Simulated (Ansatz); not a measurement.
Abridged output of a molecular run in Ansatz:

```
Functional definition: HF
938 factors; integrals over basis functions are off by at most 5.1e-4 eV
mean field evaluation 1: about -147321.0398 eV, gradient 2.0e1 eV
mean field evaluation 2: about -147321.0885 eV, gradient 2.0e1 eV
mean field evaluation 4: about -147322.3684 eV, gradient 1.9e0 eV
mean field evaluation 8: about -147322.3822 eV, gradient 1.1e-1 eV
mean field -147322.38225361 eV, -5413.9976891229 hartree, gradient 4.0e-6 eV, S^2 0.000000; 0 other end points of the search recorded, 0 dependent functions left out
28 core orbitals not correlated: weight in the atoms' cores, before any rotation towards them, 1.000 or more for the frozen orbitals, at most 0.000 for the correlated occupied ones
reference -147322.38225361 eV, -5413.9976891229 hartree; 22, 22 occupied and 50, 50 virtual orbitals, 938 factors
second order -18.85372454 eV of doubles, -0.00000000 eV of singles
cycle   1  -18.70949326 eV  change    1.4e-1 eV  update   9.1e-2
cycle   2  -19.14986706 eV  change   -4.4e-1 eV  update   2.6e-2
cycle   3  -19.20275060 eV  change   -5.3e-2 eV  update   1.2e-2
cycle   4  -19.19350871 eV  change    9.2e-3 eV  update   2.6e-3
cycle   5  -19.19260616 eV  change    9.0e-4 eV  update   8.3e-4
cycle   6  -19.19253385 eV  change    7.2e-5 eV  update   2.5e-4
cycle   7  -19.19237886 eV  change    1.5e-4 eV  update   6.2e-5
cycle   8  -19.19242912 eV  change   -5.0e-5 eV  update   2.1e-5
perturbative correction -0.49230611 eV, -0.0180919159 hartree
Total energy: -147342.06698884 eV, -5414.7210898000 hartree
```

Its atoms:

Cartesian coordinates in Å:
```
Cl -0.0170 1.8789 -1.0017
Ga 0.0243 0.0151 -0.0036
Cl 1.8664 -0.7264 0.7232
Br -1.8737 -1.1677 0.2821
```

**Question.** Which basis set was used?
A. def2-SVPD
B. def2-QZVPP
C. def2-TZVPP
D. def2-SVP

**Answer.** D. It gives 100 functions.

**Question.** Write the keys of the input that set method, charge and spin (a neutral closed shell needs none for the last two).

**Answer.** 
```yaml
correlation: {method: ccsd_t}
```
